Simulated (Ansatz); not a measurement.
Calculated with Ansatz (gas phase, PBE0-D4/def2-TZVP geometries, no zero-point term in ΔE). CBS: MP2 limit from def2 TZ/QZ plus the TZ coupled-cluster correction, frozen cores. This one scheme is used for every species. DFT in def2-TZVPP. B3LYP here is the variant with VWN-RPA as its local correlation; programs differ in this. HSE06 is defined as in plane-wave codes. Each species was taken in one conformer, which may not be the lowest.

Consider the substitution at a C–C bond: `CC[SiH]1[AlH][SiH2]1` + H–F → `FC[SiH]1[AlH][SiH2]1` + CH₄.

`CC[SiH]1[AlH][SiH2]1`:

Z-matrix (Å, degrees):
```
C
C 1 1.525
H 1 1.093 2 111.3
H 1 1.093 2 111.3 3 -120.2
H 1 1.093 2 111.4 3 119.8
Si 2 1.886 1 113.3 3 -60.1
H 2 1.095 1 110.8 3 179.1
H 2 1.094 1 110.9 3 61.1
Si 6 2.327 2 132.3 1 169.5
Al 6 2.397 2 145.2 1 69.2
H 6 1.508 2 110.9 1 -60.6
H 9 1.491 6 128.6 2 84.6
H 9 1.499 6 107.4 2 -49.0
H 10 1.588 6 152.7 2 -58.8
```

H–F:

Z-matrix (Å, degrees):
```
F
H 1 0.920
```

`FC[SiH]1[AlH][SiH2]1`:

Z-matrix (Å, degrees):
```
C
Si 1 1.904
F 1 1.389 2 111.4
H 1 1.094 2 110.4 3 120.4
H 1 1.095 2 110.2 3 -120.1
Si 2 2.327 1 128.4 3 -74.3
Al 2 2.414 1 140.3 3 -163.4
H 2 1.498 1 110.4 3 59.6
H 6 1.501 2 104.5 1 -43.3
H 6 1.489 2 129.9 1 89.5
H 7 1.585 2 151.3 1 -62.4
```

CH₄:

```xyz
5

C     0.000    0.000    0.000
H     0.673    0.582   -0.630
H    -0.605    0.675    0.606
H     0.583   -0.649    0.652
H    -0.651   -0.607   -0.628
```

(1) Is it downhill or uphill in electronic energy at CCSD(T)/CBS, and by how much? (Best estimate.)

(2) What do these levels give: BLYP-D4, PBE0-D4, HSE06-D4, CAM-B3LYP-D4, ωB97M-V, PBE, revPBE, B3LYP, r2SCANh, LC-ωPBE, CCSD/def2-SVP, HF/def2-QZVPP? (Best estimate.)

Largest T1 diagnostic among the species: 0.014.

Results:

(1) Computed: Uphill: ΔE = +14.9 kcal/mol.

(2) Ansatz gave: BLYP-D4 9.0, PBE0-D4 13.2, HSE06-D4 13.2, CAM-B3LYP-D4 10.1, ωB97M-V 11.9, PBE 10.4, revPBE 9.5, B3LYP 8.5, r2SCANh 11.4, LC-ωPBE 12.1, CCSD/def2-SVP 11.8, HF/def2-QZVPP 8.7 kcal/mol.

From r2SCAN to r2SCAN0 (25 % exact exchange), in def2-TZVPP and without D4, ΔE moves by +1.7 kcal/mol. Leaving LDA and LC-ωPBE aside and taking each functional with its dispersion term where it has one, the values, not all of them listed here, spread over 5.8 kcal/mol, from BLYP-D4 to PBE-QIDH. LDA lies +2.5 kcal/mol from PBE without D4. In def2-TZVPP, CCSD(T) changes the Hartree–Fock value by +5.4 kcal/mol (the triples alone add +0.5 kcal/mol) and MP2 by +8.2 kcal/mol.
